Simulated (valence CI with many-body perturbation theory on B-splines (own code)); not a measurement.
# Energy levels of Ca⁷⁺

Calculated by valence CI with perturbative core correlation (CI+MBPT): three valence electrons over a frozen Dirac-Fock core [Ne], a basis of 11 s, 11 p, 10 d, 8 f, 5 g, 2 h functions for each j, with the one-electron correlation potential Σ1, the two-electron term Σ2, the three-electron term Σ3, Breit, model QED; selected CI, second order for the rest, scaled by the run's own slope (own B-spline code, finite nucleus).

No measured spectrum was set against this ion. As an estimate, levels hold to about 100 cm⁻¹ or 0.05 % of their energy and the worst to 300 or 400 cm⁻¹, as in measured light ions of charge 2 to 7.

Levels 46 to 90 of 174, with energies above the lowest level, 3s2.3p 2P°_1/2. "Leading %" is the weight of the configuration and term that name the level; weights of strongly mixed levels are sums over their largest components and can fall short. Lifetimes count E1, E2, E3, M1 and M2 decay at the calculated energies, and are blank where another channel may lead or the interval is too uncertain; long ones can be off by a factor of two.

```
No.  Configuration  Term    J  E (cm⁻¹)  Leading %  Lifetime  Second component
 46         3p2.3d    4F  7/2    575090         98    136 ps                  
 47         3p2.3d    4F  9/2    576660         98    135 ps                  
 48         3p2.3d    2P  3/2    582230         87   84.4 ps     6 % 3p2.3d 4D
 49         3p2.3d    2P  1/2    584200         53   92.6 ps    42 % 3p2.3d 4D
 50         3p2.3d    4D  3/2    586480         92    109 ps     6 % 3p2.3d 2P
 51         3p2.3d    4D  5/2    586750         98    112 ps                  
 52         3p2.3d    4D  1/2    587240         57   95.2 ps    39 % 3p2.3d 2P
 53         3p2.3d    4D  7/2    587770         98    112 ps                  
 54         3p2.3d    2G  7/2    596480         86    481 ps    12 % 3s.3d2 2G
 55         3p2.3d    2G  9/2    597010         86    489 ps    12 % 3s.3d2 2G
 56         3s2.4p   2P°  1/2    612250         94   87.4 ps                  
 57         3s2.4p   2P°  3/2    613670         94   87.7 ps                  
 58         3p2.3d    2D  5/2    614200         78   42.6 ps    13 % 3s.3d2 2D
 59         3p2.3d    2D  3/2    614860         82   43.0 ps    14 % 3s.3d2 2D
 60         3p2.3d    4P  5/2    619110         91   28.2 ps     5 % 3p2.3d 2D
 61         3p2.3d    4P  3/2    619860         96   27.4 ps                  
 62         3p2.3d    4P  1/2    620340         98   27.1 ps                  
 63         3p2.3d    2P  1/2    640280         73   46.1 ps    21 % 3s.3d2 2P
 64         3p2.3d    2P  3/2    641130         60   51.0 ps    18 % 3s.3d2 2P
 65         3p2.3d    2D  3/2    644550         72   77.0 ps    14 % 3p2.3d 2P
 66         3p2.3d    2S  1/2    644570         85   47.6 ps    11 % 3s.3d2 2S
 67         3p2.3d    2D  5/2    647220         91   92.7 ps     4 % 3s.3d2 2D
 68         3p2.3d    2F  5/2    654560         83   27.1 ps    14 % 3s.3d2 2F
 69         3p2.3d    2F  7/2    655480         84   27.1 ps    13 % 3s.3d2 2F
 70         3s.3d2    4F  3/2    665830         99   37.6 ps                  
 71         3s.3d2    4F  5/2    665930         99   37.8 ps                  
 72         3s.3d2    4F  7/2    666060         99   38.2 ps                  
 73         3s.3d2    4F  9/2    666230         99   38.6 ps                  
 74         3p2.3d    2D  5/2    686270         93   25.8 ps                  
 75         3s.3d2    4P  1/2    686690         99   28.9 ps                  
 76         3s.3d2    4P  3/2    686750         99   29.0 ps                  
 77         3s.3d2    4P  5/2    686820         99   29.2 ps                  
 78         3p2.3d    2D  3/2    687750         93   25.8 ps                  
 79       3s.3p.4s   4P°  1/2    689380         98   26.3 ps                  
 80       3s.3p.4s   4P°  3/2    690830         98   26.3 ps                  
 81       3s.3p.4s   4P°  5/2    693540         98   26.4 ps                  
 82         3s2.4d    2D  3/2    698170         91   38.4 ps                  
 83         3s2.4d    2D  5/2    698340         91   38.4 ps                  
 84       3s.3p.4s   2P°  1/2    704780         95   23.9 ps                  
 85       3s.3p.4s   2P°  3/2    707700         95   23.1 ps                  
 86         3s.3d2    2G  7/2    709440         85   62.9 ps    11 % 3p2.3d 2G
 87         3s.3d2    2G  9/2    709470         85   62.4 ps    11 % 3p2.3d 2G
 88         3s.3d2    2D  5/2    713350         76   26.4 ps    16 % 3p2.3d 2D
 89         3s.3d2    2D  3/2    713390         76   26.4 ps    16 % 3p2.3d 2D
 90         3s2.4f   2F°  5/2    743480         95   11.2 ps
```

Names give the largest LS component (configuration and term), which can be under half, so a name can repeat, a term be missing and a line seem to break the LS rules; names also repeat where a configuration has a term twice.
